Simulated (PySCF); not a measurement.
# Relaxation of doublet NbH₄

Computed with UPBE0/[Nb def2-TZVP with ECP28, H def2-TZVP], scalar-relativistic core potentials, density fitting, no spin–orbit coupling, PySCF. A (50,194) grid was used.

A start displaced from a saddle point along its imaginary mode, with no symmetry imposed:

```xyz
5
charge 0 multiplicity 2, angstrom
Nb   -0.0010   -0.0016   -0.0370
H     0.0749    1.4497    0.8961
H     0.0749   -1.5309    0.8091
H     1.4635    0.1134    0.8813
H    -1.5171    0.1134    0.8239
```

Optimiser trace:
```csv
step,E − E(last) (kJ/mol),largest gradient (Eh/bohr)
0,58.26,0.00305
2,58.07,0.00093
4,57.81,0.00114
6,57.47,0.00692
8,56.18,0.00397
10,56.02,0.00057
12,55.91,0.00099
14,55.57,0.00968
16,50.63,0.02020
18,45.29,0.01598
20,38.41,0.00770
22,31.60,0.00933
24,14.76,0.01731
26,6.14,0.00846
28,1.55,0.00539
30,0.36,0.00443
32,0.05,0.00064
34,0.00,0.00031
35,0.00,0.00012
```

It ends at D2d with Nb–H 1.759 Å (×4); H–Nb–H 105.8° (×2), H–Nb–H 111.3° (×4) (after a last refinement on a finer grid). A frequency run shows a minimum.

Final geometry:
```xyz
5
charge 0 multiplicity 2, angstrom
Nb    0.0000    0.0000    0.0000
H     0.0031    0.8331    1.5487
H    -0.0089   -1.7456    0.2125
H     1.4522    0.5356   -0.8346
H    -1.4464    0.3769   -0.9265
```

Other spin states or occupations of the open shell can lie lower.

The relaxation took roughly 3 core-minutes on a shared host.
